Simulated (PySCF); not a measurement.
A GIAO shielding run with PySCF 2.14 (density fitting, non-relativistic, gas phase) on SMILES C=C(C)C[Si@@H](S)OC, C$_{5}$H$_{12}$OSSi:

```
$ OMP_NUM_THREADS=1 python probes_run.py task.json out

{"job": {"kind": "nmr", "xc": "PBE0", "basis": "pcSseg-1"}, "charge": 0, "multiplicity": 1}
C     -2.297767     1.262254     0.157735
C     -1.784891     0.041674     0.091666
C     -2.354595    -1.017394    -0.799805
C     -0.566860    -0.351537     0.860298
Si     0.989912    -0.148726    -0.204329
S      1.159714     1.881300    -0.906902
O      2.216988    -0.478339     0.791671
C      3.580537    -0.250508     0.577654
H     -3.161044     1.550565    -0.417827
H     -1.887218     2.016596     0.808086
H     -1.596117    -1.368217    -1.498084
H     -2.678759    -1.871786    -0.206467
H     -3.205728    -0.641987    -1.361624
H     -0.642058    -1.389881     1.177492
H     -0.469989     0.263031     1.755490
H      1.019458    -0.996661    -1.397693
H     -0.143122     2.091755    -1.014483
H      3.966166    -0.938269    -0.177324
H      3.750872     0.773640     0.240030
H      4.099351    -0.416831     1.521380
```

Hardware: 1 thread of an Arm Neoverse N1, shared host. The job also computes population analyses, field gradients.

Q: How large is the calculation?

A: 80 electrons, 210 basis functions and 1134 auxiliary functions.

Q: How long does it take, and how much memory does it need?

A: 82 s of wall time, with 14 SCF cycles and 4 response iterations; peak memory 1 GiB. Times on a shared host scatter by some tens of per cent.
